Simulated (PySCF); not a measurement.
# Mo+ (molybdenum, charge +1) across methods

[Kr] 4d5, high-spin 6S determinant. All numbers are calculated (PySCF 2.14, scalar relativity by spin-free X2C-1e, in x2c-TZVPPall with one added diffuse shell each of s, p, d, f type (9s7p7d3f1g, 95 functions)).

| method | E (hartree) | mean ε 4p α (eV) | mean ε 4p β (eV) | mean ε 4d α (eV) | Σ⟨r²⟩ (bohr²) | ⟨S²⟩ |
| --- | --- | --- | --- | --- | --- | --- |
| UHF | -4045.96334 | -58.799 | -50.548 | -16.367 | 37.74 | 8.753 |
| PBEsol | -4045.45 | -46.085 | -43.097 | -11.430 | 38.52 | 8.751 |
| PBE | -4047.69 | -46.137 | -43.067 | -11.437 | 38.57 | 8.751 |
| M06-L | -4047.96 | -47.266 | -42.955 | -11.047 | 37.36 | 8.751 |
| LDA | -4043.33 | -46.250 | -43.454 | -11.562 | 38.68 | 8.750 |
| CAM-B3LYP | -4048.30 | -50.779 | -46.821 | -14.003 | 38.29 | 8.750 |
| r2SCAN | -4048.09 | -47.484 | -43.528 | -11.605 | 38.10 | 8.752 |
| LC-wPBE | -4047.69 | -51.728 | -47.885 | -15.449 | 37.90 | 8.752 |

(1) Estimate the same row for PBE0.

Results:

(1) E (hartree) = -4047.77; mean ε 4p α (eV) = -49.497; mean ε 4p β (eV) = -45.231; mean ε 4d α (eV) = -12.801; Σ⟨r²⟩ (bohr²) = 38.13; ⟨S²⟩ = 8.751.
